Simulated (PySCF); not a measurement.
[Ru(NH3)6]2+: what the settings change

The complex [Ru(NH3)6]2+ (charge +2) contains Ru(II), shell d6. The structure is a PBE0-D3(BJ)/def2-SVP, IEF-PCM water geometry optimised for multiplicity 1; coordination octahedral, point group S6, metal–donor distances 2.13 Å.

The d shell alone is too small an active space for [Ru(NH3)6]2+ (an active orbital has only 0.68 squared overlap with the free ion's shell): its levels, fitted parameters, g values and moments show what this model gives and aren't sound predictions.

```
25

Ru    0.000    0.000    0.000
N    -0.008    2.127   -0.008
H    -0.002    2.545    0.925
H     0.795    2.540   -0.488
H    -0.827    2.527   -0.472
N     0.008   -2.127    0.008
H     0.002   -2.545   -0.925
H     0.827   -2.527    0.472
H    -0.795   -2.540    0.488
N    -0.008   -0.008    2.127
H     0.925   -0.002    2.545
H    -0.488    0.795    2.540
H    -0.472   -0.827    2.527
N     0.008    0.008   -2.127
H    -0.925    0.002   -2.545
H     0.472    0.827   -2.527
H     0.488   -0.795   -2.540
N     2.127   -0.008   -0.008
H     2.545    0.925   -0.002
H     2.540   -0.488    0.795
H     2.527   -0.472   -0.827
N    -2.127    0.008    0.008
H    -2.545   -0.925    0.002
H    -2.527    0.472    0.827
H    -2.540    0.488   -0.795
```

Method (PySCF 2.14, density fitting): CASSCF(6,5) with orbitals averaged over all microstates of the shell, strongly contracted NEVPT2 on the averaged canonical orbitals; basis x2c-TZVPall on the metal, x2c-SVPall elsewhere; spin-free X2C; IEF-PCM water; spin-orbit coupling by state interaction with the mean-field operator over all roots.

Base run: NEVPT2 ground state 1Ag (from 1A1g), next 3Ag (from 3T1g) at 23798, then 3Eg (from 3T1g) at 23990 cm⁻¹, 10Dq(CASSCF) 28676, B(CASSCF) 734, ζ 976 cm⁻¹, μeff(300 K) 0.44 μB.

(1) What happens with the basis x2c-TZVPall on all atoms?

(2) What happens with orbitals averaged over the highest spin alone?

NEVPT2 lifts 1Eg (from 1T1g) from 25741 to 29527 cm⁻¹; on the d shell alone it tends to overshoot states that fill the eg-type orbitals.

Answers

(1) NEVPT2 ground state 1Ag (from 1A1g), next 3Ag (from 3T1g) at 22951, then 3Eg (from 3T1g) at 23132 cm⁻¹, 10Dq(CASSCF) 28106, B(CASSCF) 730, ζ 974 cm⁻¹, μeff(300 K) 0.45 μB. It took 92 s against 38 s on a shared host of the same kind.

(2) NEVPT2 ground state 1Ag (from 1A1g), next 3Ag (from 3T1g) at 22982, then 3Eg (from 3T1g) at 23166 cm⁻¹, 10Dq(CASSCF) 28548, B(CASSCF) 758, ζ 992 cm⁻¹, μeff(300 K) 0.47 μB.
